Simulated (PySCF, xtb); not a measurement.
H2, SMILES [H][H].

Harmonic wavenumbers (cm⁻¹) from GFN2-xTB run with xtb 6.7.1 at its own minimum, in rising order: 3759.

What does PBE-D3(BJ)/def2-TZVPD run with PySCF give at its own minimum? (Estimate from the structure and the level; the computed values follow.)

4312. Paired by order, the mean absolute difference is 553 cm⁻¹ and the zero-point energies are 5.4 and 6.2 kcal/mol.
